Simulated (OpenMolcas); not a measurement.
Os6+: moving or changing the point charges

Os6+ among 6 point charges of -1 e arranged as an octahedron (Oh), 2.19 Å from the ion.

| Quantity | Value |
| --- | --- |
| Program | OpenMolcas |
| Method | CASSCF |
| Basis | ANO-RCC-VTZP [8s7p5d3f2g1h] |
| Scalar Hamiltonian | DKH2, point nucleus |
| Active space | 2 electrons in 5 orbitals (5d) |
| State averaging | 2S+1 = 3 even, 10 roots; 2S+1 = 1 even, 15 roots |
| Spin-orbit coupling | RASSI with atomic mean-field integrals over the reference wave functions |

Runs around this geometry, states (labels of O, the rotations of Oh). Energies in cm-1 above the lowest state or level, χT in cm3 K/mol; under a threefold ground state the first gap can be a small split of the lowest multiplet, not the spin-orbit step; 10Dq and B are least-squares fits to the states below 45000 cm-1, weighted by degeneracy, with a free offset, and given where the rms deviation is under 5 % of |10Dq| (or 100 cm-1) and under 700 cm-1.

```json
{"R (Å)": "2.19", "q (e)": "-0.8", "Ground state": "3T1", "First state of that spin": "3T2 1795", "10Dq": "2168", "B (rms of fit)": "928 (33)", "First gap with spin-orbit (degeneracies)": "617.6 (2, 3)", "χT at 300 K": "0.215", "First state of another spin": "1T2 13070"}
{"R (Å)": "2.05", "q (e)": "-1", "Ground state": "3T1", "First state of that spin": "3T2 3144", "10Dq": "3763", "B (rms of fit)": "927 (59)", "First gap with spin-orbit (degeneracies)": "929.6 (2, 3)", "χT at 300 K": "0.138", "First state of another spin": "1T2 13411"}
{"R (Å)": "2.19", "q (e)": "-1", "Ground state": "3T1", "First state of that spin": "3T2 2252", "10Dq": "2712", "B (rms of fit)": "928 (42)", "First gap with spin-orbit (degeneracies)": "736.3 (2, 3)", "χT at 300 K": "0.181", "First state of another spin": "1T2 13203"}
{"R (Å)": "2.36", "q (e)": "-1", "Ground state": "3T1", "First state of that spin": "3T2 1549", "10Dq": "1872", "B (rms of fit)": "928 (29)", "First gap with spin-orbit (degeneracies)": "547.8 (2, 3)", "χT at 300 K": "0.237", "First state of another spin": "1T2 12992"}
```

Taking |10Dq| as R^-n, n = -ln(1872 / 3763) / ln(2.36 / 2.05) = 5.0 between the shortest and longest distance. The point-charge formula for a cubic d site gives n = 5.

Scaling the charges by -0.8 / -1 = 0.80 scales |10Dq| by 2168 / 2712 = 0.80; with fixed orbitals a first-order splitting would follow the charge.

Without dynamic correlation the repulsion within the d shell is too large (B by tens of per cent), so at a given field states of lower spin stand too high. Spin-orbit coupling mixes the spin-free states strongly: the lowest level takes only 62 % from its leading state, 3T1 (figures for R = 2.19, q = -0.8; the like holds for R = 2.05, q = -1, R = 2.19, q = -1, R = 2.36, q = -1). This field is weak: 10Dq is about 2168 cm-1, while octahedral complexes of 5d ions of charge 3 and more, computed by the same method with explicit ligands, had a median near 35000 cm-1. Ground spin and moment need not be those of a real site (figures for R = 2.19, q = -0.8; the like holds for R = 2.05, q = -1, R = 2.19, q = -1, R = 2.36, q = -1). The ground term spreads over less than 5000 cm-1, several times less than with real ligands, so orbital moments are less quenched and χT lies further from the spin-only value than at real sites (holds for R = 2.19, q = -0.8; R = 2.19, q = -1; R = 2.36, q = -1). Point charges carry no covalency, so the field is a model and not that of real ligands. No measured value stands beside these numbers.
